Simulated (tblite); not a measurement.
Compound: C3H5N3OSi.
Atom-mapped SMILES: `[O:1]=[CH:2][c:3]1[cH:4][n:5]([SiH3:6])[n:7][n:8]1` (hydrogens: H9 on C2; H10 on C4; H11, H12, H13 on Si6)

Computed geometry: GFN2-xTB, gas phase.

Give the optimised bond lengths and angles.

```tsv
bond	length (Å)	order
O1=C2	1.205	double
C2–C3	1.452	single
C3–C4	1.386	aromatic
C4–N5	1.344	aromatic
N5–Si6	1.771	single
N5–N7	1.352	aromatic
N7–N8	1.261	aromatic
C3–N8	1.362	aromatic
C2–H9	1.105	single
C4–H10	1.069	single
Si6–H11	1.452	single
Si6–H12, Si6–H13	1.462	single
```

Bonds in one row agree within 0.01 Å and their mean is given. Orders are formal, as drawn. A selection of angles:
```tsv
angle	degrees
O1–C2–C3	124.9
O1–C2–H9	122.4
C3–C2–H9	112.8
C2–C3–C4	130.5
C2–C3–N8	122.8
C4–C3–N8	106.7
C3–C4–N5	105.5
C3–C4–H10	131.4
N5–C4–H10	123.1
C4–N5–Si6	131.4
C4–N5–N7	108.4
Si6–N5–N7	120.1
N5–Si6–H11	103.0
N5–Si6–H12	105.5
H11–Si6–H12	115.1
H12–Si6–H13	111.5
N5–N7–N8	109.8
C3–N8–N7	109.6
```

Torsions: O1–C2–C3–C4 0° (synperiplanar).

The 5-membered ring C3–C4–N5–N7–N8 has internal angles of 105.5° to 109.8° (sum 540°, against 540° for a flat polygon); it is planar, 0.00 Å rms from its mean plane, widest ring torsion 0°. The 2 C–C bonds span 1.386 Å (C3–C4, aromatic) to 1.452 Å (C2–C3, drawn single), a spread of 0.066 Å. N8 (pyridine-type nitrogen) is bent (angle 109.6°). N5 (pyrrole-type nitrogen) is planar (angles 131.4°, 120.1° and 108.4°, sum 360.0°, 0.00 Å off the plane of its three neighbours). The N–N distances run from 1.261 Å (N7–N8, aromatic) to 1.352 Å (N5–N7, aromatic), a spread of 0.091 Å. The 8 heavy atoms lie in one plane (0.001 Å rms). Si6 (SiH3 silicon) is distorted tetrahedral (angles from 103.0° to 115.1°).

Point group: Cs (every atom within 0.08 Å of its image). Its GFN2-xTB frequencies are all real (lowest 38 cm⁻¹). The numbers are those of one conformer. 2 starts were optimised and ended at 0.00 and 0.26 kcal/mol (GFN2-xTB); the lowest of these is shown.
